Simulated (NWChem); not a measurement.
Species: C₃H₃ClF₂; SMILES C=C(Cl)C(F)F

```xyz
9

C     -1.6864    -0.2707    -0.5025
C     -0.4105    -0.3090    -0.1308
Cl     0.5167    -1.7670    -0.0899
C      0.3805     0.8967     0.3066
F     -0.4045     1.9916     0.3050
F      1.4062     1.1140    -0.5404
H     -2.2135     0.6847    -0.4996
H     -2.2170    -1.1736    -0.8084
H      0.7956     0.7587     1.3214
```
Atoms are numbered in this order, from 1.

All runs: NWChem. Pople sets run with spherical d functions. The geometry was optimised at PBE0/def2-SVP. GIAO values for the isolated, static molecule; σ is the absolute isotropic shielding, δ = σ(reference) − σ with the isolated reference molecule computed at the same levels (13C: tetramethylsilane, 19F: trichlorofluoromethane, 1H: tetramethylsilane).

Q: Predict the results for B3LYP/6-311G**. Quantities: δ C1 (ppm); δ C2 (ppm); σ Cl3 (ppm); δ F6 (ppm); δ H7 (ppm); δ H8 (ppm); δ H9 (ppm).

A: 
- δ C1 (ppm): 121.1
- δ C2 (ppm): 147.8
- σ Cl3 (ppm): 728.7
- δ F6 (ppm): -142.0
- δ H7 (ppm): 6.03
- δ H8 (ppm): 5.62
- δ H9 (ppm): 5.79
